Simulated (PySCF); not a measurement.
C₁₂H₉N, SMILES c1cccc2[nH]c3c(c12)cccc3.

Geometry optimised at B3LYP-D3(BJ)/def2-SVP.

The numbers are results of PBE/def2-SVP (PySCF), not measurements.

Task: Estimate the frontier levels, gap, dipole moment and polarisability. (The exact figures need the calculation; the answer reports its results.)

Result: 
- highest occupied level: -5.00 eV
- lowest empty level: -1.62 eV
- orbital gap: 3.39 eV
- dipole moment: 1.79 D
- quadrupole, principal values (traceless, Buckingham form, about the centre of nuclear charge): -14.54, 1.27, 13.27 D·Å
- mean static polarisability: 140.7 bohr³ (20.85 Å³)
- polarisability, principal values: 55.1, 140.5, 226.5 bohr³
